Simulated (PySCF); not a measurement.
Compound: TMS-CHF2, C₄H₁₀F₂Si.
Z-matrix (Å and degrees, PBE0-D3(BJ)/def2-TZVP geometry), rows numbered from 1:
```
C 
Si  1  1.8654
C   2  1.8683  1  111.85
C   2  1.8682  1  111.88  3  -126.25
C   2  1.9234  1  107.16  3   116.92
F   5  1.3724  2  110.40  1    58.46
F   5  1.3722  2  110.59  1   -59.58
H   1  1.0923  2  110.88  3   -57.93
H   1  1.0932  2  110.85  3    62.24
H   1  1.0926  2  110.73  3  -177.85
H   3  1.0932  2  110.68  1   -58.02
H   3  1.0928  2  111.68  1  -178.10
H   3  1.0926  2  110.61  1    61.45
H   4  1.0932  2  110.78  1    63.55
H   4  1.0932  2  111.34  1  -176.70
H   4  1.0927  2  110.86  1   -56.31
H   5  1.0978  2  115.28  1   179.36
```

All values: wB97X-D/pcSseg-2 (PySCF, non-relativistic), on one gas-phase PBE0-D3(BJ)/def2-TZVP geometry that isn't relaxed in the solvent. The solvent is an IEF-PCM continuum (Bondi radii, 1.10 Å for H, scaled by 1.2). Only the electrostatic response of the medium enters.

Gas phase at wB97X-D/pcSseg-2: HOMO -9.99 eV, LUMO 1.99 eV, dipole 2.58 D.

Task: What does the continuum do to the energy, the frontier levels and the dipole at wB97X-D/pcSseg-2 in chloroform?

Result: 
| solvent | ε | E(solvent) − E(gas) (kJ/mol) | polarisation term (kJ/mol) | distortion of the solute (kJ/mol) | HOMO (eV) | LUMO (eV) | dipole (D) |
| --- | --- | --- | --- | --- | --- | --- | --- |
| chloroform | 4.711 | -12.32 | -13.48 | 1.16 | -9.94 | 2.24 | 3.02 |

The polarisation term is half the interaction of the solute with the surface charges that it induces; the rest is the cost of distorting the solute's density. The sum is the electrostatic part of solvation alone.

Task: Which radius a makes the point-dipole formula ΔE = −[(ε − 1)/(2ε + 1)]·μ²/a³ give the value in chloroform, with the gas-phase dipole?

Result: μ = 1.015 au and |ΔE| = 0.00469 Eh give a = 2.26 Å; the farthest nucleus lies 2.64 Å from the centroid of the nuclei, so such a sphere wouldn't even hold the nuclei. The formula assumes a rigid point dipole at the centre of a sphere.

The pairwise dispersion term of wB97X-D wasn't added to the energies; at a given geometry it leaves orbitals and properties as they are.
